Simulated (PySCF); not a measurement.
[Pb(CCH)]+ relaxed at several levels

Computed with PySCF 2.14.0, def2-SVP on the ligands, density fitting, scalar-relativistic core potentials, no spin-orbit coupling, vacuum. Each row is relaxed at its own level from the same template. Distances are means of the shortest metal–ligand contacts, charges and spins Mulliken's; removal energies are rigid, with the ligand's formal charge and no counterpoise, so too large; for an anion taken off a cation in vacuum most of it is the attraction of opposite charges, and multiply charged cations can part far more cheaply with an electron moved from ligand to metal.

```tsv
level	basis on the metal	point group	M–CCH (Å)	charge on M (e)	HOMO–LUMO gap (eV)	removal of one CCH (eV)	strongest infrared band, degenerate modes summed (cm⁻¹)	unstable modes (below −25 cm⁻¹)
r2SCAN	def2-SVP with ECP60	C∞v	2.169	1.09	3.27	15.75	–	not given
```

Task: What does the calculation give for B3LYP, def2-SVP with ECP60?

Result: point group: C∞v, M–CCH (Å): 2.175, charge on M (e): 1.06, HOMO–LUMO gap (eV): 4.13, removal of one CCH (eV): 15.67, strongest infrared band, degenerate modes summed (cm⁻¹): 2052, unstable modes (below −25 cm⁻¹): 0.
```xyz
4

Pb    0.0000    0.0000   -0.1879
C     0.0000    0.0000    1.9875
C     0.0000    0.0000    3.2173
H     0.0000    0.0000    4.2985
```

One start shape was tried for each, so a minimum needn't be the lowest isomer.
